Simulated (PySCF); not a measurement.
**Structure from NMR data**

The spectra below were simulated for a compound C4H10BBr.

1H NMR (400 MHz, computed): δ 3.43 (t, J = 8.9 Hz, 2H), 1.94 (t of sept, J = 8.9, 1.5 Hz, 2H), 0.87 (t, J = 1.5 Hz, 6H).

13C{1H} NMR (computed): δ 41.6 (CH2), 41.3 (CH2), 14.1 (CH3, 2C).

All values are calculated (PySCF 2.14.0 with density-fitted response routines): geometry: PBE0-D3(BJ)/def2-SVP, shielding tensors at PBE0/pcSseg-1 (GIAO), couplings computed with B3LYP/pcJ-1 (pcSseg-1 on Br) (spin–dipole term only in couplings to heteroatoms). Gas phase, one conformer, relativity neglected, one averaged value for each set of equivalent atoms.

References, each an isolated molecule treated in the same way: 1H, 13C against TMS.

Question: What is the structure?

Answer: 
3 carbon signals for 4 carbons: some carbons are equivalent by symmetry or fast rotation. Carbon types of the structure: 2 × CH2, 2 × CH3, which accounts for all hydrogens. δC 41.6: sp3 CH2 bonded to Br. δC 41.3: sp3 CH2 bonded to B. δC 14.1: methyl carbon bonded to B. δH 3.43: hydrogen on an sp3 CH2 bonded to Br; its carbon carries Br, an electronegative neighbour. δH 1.94: hydrogen on an sp3 CH2 bonded to B. δH 0.87: hydrogen on a methyl carbon bonded to B. The protons at 1.94 and 3.43 share a coupling of 8.9 Hz (vicinal).

Structure: SMILES CB(C)CCBr.

This is the structure that produced the data.

Spin–orbit coupling is missing: it shields a carbon bonded to bromine, so the measured shift of such a carbon is lower than the computed one. A carbon bonded to boron is broadened by the quadrupolar boron nucleus and is often missing from a measured spectrum. Multiplet labels drop couplings under 1 Hz and merge nearly equal ones. Unscaled 3J(H,H) at this level run about 10 % above measured values. Shifts are as computed. Against solution values, carbons near 30 ppm lie about +2 ppm off and those near 130 ppm about +5 ppm; carbons on Br a further +13 ppm. Of 1211 compounds with measured shifts, 218 miss one by over three times the rms of a fit or turn the order of signals round; such compounds aren't used in these exercises. Across freely rotating sp3–sp3 bonds, 3J(H,H) is taken as (2 J gauche + J anti)/3 from the one conformer, which assumes equal rotamer populations.
